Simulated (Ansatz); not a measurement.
Vertical singlet–triplet gap (eV) of eight silicon and germanium compounds: PBE beside CAM-B3LYP, computed with Ansatz (an electronic-structure program) for isolated molecules in the bases named; differences from unrounded values. The eight are the first of their class met in an unordered collection, after screening for sound electronic states; none was chosen by its value. Functionals give these values as differences of separate SCF runs (ΔSCF), EOM-CCSD as a root; each molecule has one DFT geometry for both levels.

| molecule | basis | CAM-B3LYP | PBE | difference |
|---|---|---|---|---|
| C₃H₅ClGe, SMILES [GeH3][CH]=C=CCl | def2-SVPD | 4.15 | 3.82 | -0.33 |
| 2-(disilanyl)ethanol (C2H10OSi2), SMILES [SiH3][SiH2]CCO | def2-SVPD | 6.46 | 5.83 | -0.63 |
| CH6ClFSi3, SMILES [SiH2]1[SiH2][Si@@](F)(Cl)C1 | def2-SVPD | 4.85 | 4.32 | -0.53 |
| Si(H)(Me)2(PH2) (C₂H₉PSi), SMILES C[SiH](C)P | def2-SVPD | 5.74 | 5.44 | -0.30 |
| CH₉ClN₂Si₂, SMILES C[Si@@](N)(Cl)[SiH2]N | def2-SVPD | 5.34 | 4.56 | -0.78 |
| 1,2-dihydrosiline (C5H8Si), SMILES C1=CC=CC[SiH2]1 | def2-SVPD | 2.88 | 2.74 | -0.14 |
| C₂H₆GeSi, SMILES C1=[CH][GeH2][SiH2]1 | def2-SVPD | 4.18 | 4.23 | 0.05 |
| CH₁₀ClNSi₃, SMILES Cl[Si@](N)([SiH2][SiH3])C | def2-SVPD | 5.93 | 5.25 | -0.68 |

PBE lies below CAM-B3LYP in 7 and above it in 1 of the eight; the mean signed difference is -0.42 and the largest -0.78 eV.
